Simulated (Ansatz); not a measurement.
Geometry optimisation, RHF/def2-SVP (Ansatz).

Input file:

```yaml
crystal:
  periodic: [false, false, false]
  atoms:
    - { symbol: In, position_ang: [-0.032668, -0.219215, 0.01676] }
    - { symbol: O, position_ang: [-0.028594, -0.210434, 1.996294] }
    - { symbol: H, position_ang: [-0.844854, -0.365139, 2.452416] }
    - { symbol: Cl, position_ang: [1.95236, -0.36511, -1.18833] }
    - { symbol: Cl, position_ang: [-2.062684, -0.167802, -1.140221] }
    - { symbol: H, position_ang: [0.499757, 2.475228, 1.145577] }
    - { symbol: H, position_ang: [0.383382, 1.936273, 1.601304] }
basis:
  gaussian: { orbitals: def2-SVP }
hamiltonian:
  xc: hf
relax:
  f_tol: 0.03
  max_steps: 50
```

Run as:

```bash
$ ansatz run input.yaml --threads 1 --pin off --max-ram 2048MiB --backend cpu --events-out ev --progress --plain --runs-dir out
```

Question: Where does it end, and by what steps?

Answer: It converged. The force dipped under the threshold on the way, but the program's further checks kept it going. After 12 steps the energy has fallen by 0.099 eV; O2 moved furthest, 0.41 Å.

```json
{"step": "0", "energy less start (eV)": "0.0000", "largest force component (eV/Å)": "1.164", "accepted": "yes"}
{"step": "1", "energy less start (eV)": "-0.0798", "largest force component (eV/Å)": "0.273", "accepted": "yes"}
{"step": "2", "energy less start (eV)": "-0.0907", "largest force component (eV/Å)": "0.172", "accepted": "yes"}
{"step": "3", "energy less start (eV)": "-0.0914", "largest force component (eV/Å)": "0.250", "accepted": "yes"}
{"step": "4", "energy less start (eV)": "-0.0914", "largest force component (eV/Å)": "0.092", "accepted": "no"}
{"step": "5", "energy less start (eV)": "-0.0924", "largest force component (eV/Å)": "0.058", "accepted": "yes"}
{"step": "6", "energy less start (eV)": "-0.0931", "largest force component (eV/Å)": "0.030", "accepted": "yes"}
{"step": "7", "energy less start (eV)": "-0.0953", "largest force component (eV/Å)": "0.097", "accepted": "yes"}
{"step": "8", "energy less start (eV)": "-0.0955", "largest force component (eV/Å)": "0.285", "accepted": "yes"}
{"step": "9", "energy less start (eV)": "-0.0975", "largest force component (eV/Å)": "0.101", "accepted": "yes"}
{"step": "10", "energy less start (eV)": "-0.0982", "largest force component (eV/Å)": "0.015", "accepted": "yes"}
{"step": "11", "energy less start (eV)": "-0.0984", "largest force component (eV/Å)": "0.066", "accepted": "yes"}
{"step": "12", "energy less start (eV)": "-0.0985", "largest force component (eV/Å)": "0.024", "accepted": "yes"}
```

```xyz
7
Properties=species:S:1:pos:R:3
In -0.015 -0.250 0.121
O -0.035 -0.616 2.049
H -0.864 -0.642 2.503
Cl 1.985 -0.363 -1.061
Cl -2.002 0.181 -1.031
H 0.395 2.556 0.817
H 0.402 2.218 1.485
```

Whether the end is a true minimum wasn't checked by a vibrational analysis.

The run took 39 s on 1 thread of Arm Neoverse V1, on a shared host, peak memory 0.19 GiB.
